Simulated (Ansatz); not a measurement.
CH3FInN. The species carries charge 0 and has multiplicity 1. In: def2 effective core potential. The bonds changed during the relaxation, so this is another structure than the one it started from. Geometry: relaxed with PBE0-D4/def2-TZVP.

```xyz
7

F    -0.042   -0.348   -2.603
In    0.696   -1.946   -1.568
C    -0.099    0.454    1.237
N     0.019   -0.040    0.086
H     0.209   -0.131    2.105
H    -0.498    1.454    1.430
H    -0.286    0.557   -0.687
```

Problem. What is the dipole moment at ωB97M-V/def2-TZVPP? (Best estimate.)

Solution. The calculation gave: 4.19 D, with components (0.07, 0.55, 4.15) D in this frame, pointing from negative to positive charge.

Problem. And with PBE, r2SCAN, B3LYP? (An estimate is asked.)

Solution. The calculation gave: PBE 4.02 D, r2SCAN 4.17 D, B3LYP 4.18 D.

Problem. Give the Mulliken charges with ωB97M-V, B3LYP, PBE in def2-TZVPP. (An estimate is asked.)

Solution. Ansatz gave: 
```csv
atom,ωB97M-V,B3LYP,PBE
F1,-0.58,-0.58,-0.52
In2,0.49,0.47,0.41
C3,-0.03,-0.05,-0.05
N4,-0.28,-0.26,-0.23
H5,0.11,0.11,0.10
H6,0.12,0.11,0.10
H7,0.17,0.19,0.19
```

B3LYP here is the variant with VWN-RPA as its local correlation; programs differ in this.
